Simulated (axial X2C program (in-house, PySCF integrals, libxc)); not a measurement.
# Ω levels of FRuF⁺ from open-shell CI on d5 s0 p(π)0

Calculated with an axial X2C code built on PySCF integrals: two-component X2C with atomic mean-field Coulomb and Gaunt terms, basis F dyall-v3z, Ru dyall-v3z (cores contracted in-house). Orbitals come from Hartree–Fock averaged over the configuration Ru d5 s0 p(π)0; CI then distributes these electrons over the d, s, p(π) shells of Ru.

F–Ru–F held linear, both bonds 1.823 Å (near the minimum of the configuration average).

Active spinors (ω > 0):

```csv
shell,ω,ε (eV),character
d,3/2,-17.32,100% Ru d
d,5/2,-17.05,100% Ru d
d,1/2,-15.45,"85% Ru d, 14% F p"
d,3/2,-15.30,"85% Ru d, 14% F p"
d,1/2,-14.18,"63% Ru d, 23% Ru s, 12% F p"
s,1/2,-3.86,"77% Ru s, 15% Ru d"
p(π),1/2,-3.92,"92% Ru p, 3% Ru f"
p(π),3/2,-3.84,"92% Ru p, 3% Ru f"
```

Lowest levels of this model:

| Ω | energy (cm⁻¹) | g∥ | configuration |
| --- | --- | --- | --- |
| 5/2 | 0 | 9.99 | 100% d5 |
| 3/2 | 4 | 5.99 | 100% d5 |
| 1/2 | 5 | 2.00 | 100% d5 |
| 7/2 | 5036 | 10.00 | 100% d5 |
| 5/2 | 5494 | 6.01 | 100% d5 |
| 3/2 | 6095 | 2.01 | 100% d5 |
| 1/2 | 6761 | 1.97 | 100% d5 |
| 9/2 | 15031 | 11.61 | 100% d5 |
| 5/2 | 15100 | 7.97 | 100% d5 |
| 7/2 | 15635 | 7.96 | 100% d5 |
| 3/2 | 15786 | 3.99 | 100% d5 |
| 5/2 | 15955 | 4.43 | 100% d5 |
| 1/2 | 16143 | 0.57 | 100% d5 |
| 3/2 | 16307 | 0.05 | 100% d5 |
| 1/2 | 16619 | 3.21 | 100% d5 |
| 9/2 | 17894 | 10.37 | 100% d5 |
| 7/2 | 19299 | 6.07 | 100% d5 |
| 7/2 | 23690 | 9.53 | 100% d5 |
| 11/2 | 24873 | 13.65 | 100% d5 |
| 9/2 | 25180 | 9.95 | 100% d5 |

g∥ is the magnitude of 2⟨Lz + ge Sz⟩ for the +Ω component.

Question: From Ω and g∥ of the lowest level, whose 2⟨Lz + ge Sz⟩ is positive, find ⟨Sz⟩ and ⟨Lz⟩ (ge = 2.0023).

Answer: Ω = ⟨Lz⟩ + ⟨Sz⟩ = 5/2 and ⟨Lz⟩ + ge⟨Sz⟩ = 4.995, so ⟨Sz⟩ = 2.49 and ⟨Lz⟩ = 0.01.

Occupations of the active spinors in the lowest level by ω, shell by shell in order of energy: -5/2: 0.00; -3/2: 1.00 0.00 0.00; -1/2: 1.00 0.00 0.00 0.00; 1/2: 0.03 0.97 0.00 0.00; 3/2: 0.02 0.98 0.00; 5/2: 1.00. The leading determinant has weight 0.95 among 433.

This point took 1.4 s on 1 thread of Intel(R) Xeon(R) 6975P-C (Granite Rapids), with other jobs on the host.

There is no dynamic correlation: spin–orbit spacings and, for f shells, spacings inside one term are the most reliable numbers, splittings between terms come out too wide, and energies between configurations are not reliable, so the lowest level need not be the ground state of the molecule. For d shells the ligand-field splittings (σ, π, δ) and their order can be off by a thousand cm⁻¹ or more. At most 4 roots were kept for each Ω > 0 (twice that for Ω = 0) within 3.2 eV of the lowest, so higher up levels can be missing between those listed; levels with Ω > 0 are doubly degenerate and listed once, Ω = 0 levels singly. Some active spinors are only partly of the character that their shell is named for, so the shell names and counts are nominal. States that fill the shells left empty in the average are placed too high. The molecule was held linear; bending was not examined.
